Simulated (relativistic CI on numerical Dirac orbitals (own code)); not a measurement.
## Zr3+: 3p photoemission

Computed with this model: Dirac-Coulomb-Breit CI, orbitals from a KLI potential per configuration, model QED, valence Slater integrals scaled by 0.8, multiplet model of photoemission in the sudden approximation; configurations [Kr] 4d → [Ne] 3s2 3p5 3d10 4s2 4p6 4d; 300 K; Lorentzian 2 eV and Gaussian 0.6 eV FWHM. Energies are those of the free ion, without screening or charge transfer. The energies are binding energies and can lie tens of eV above those of solids. S is read from ⟨S²⟩ = S(S + 1).

free ion: ground-state S = 0.50, centroid 377.55 eV. Peaks (eV, height): 373.0 (100), 386.8 (53).

Strongest unbroadened transitions for free ion:

| Energy (eV) | Relative strength |
| --- | --- |
| 372.26 | 14.5 |
| 372.37 | 0.1 |
| 372.50 | 29.9 |
| 372.75 | 0.6 |
| 372.82 | 100.0 |
| 372.85 | 0.2 |
| 372.99 | 25.6 |
| 373.19 | 0.1 |
| 373.28 | 0.1 |
| 373.33 | 47.0 |
| 373.37 | 0.5 |
| 373.41 | 13.7 |
| 373.51 | 1.6 |
| 386.73 | 72.5 |
| 386.82 | 0.3 |
| 386.88 | 0.5 |
| 386.95 | 0.0 |
| 387.05 | 43.5 |
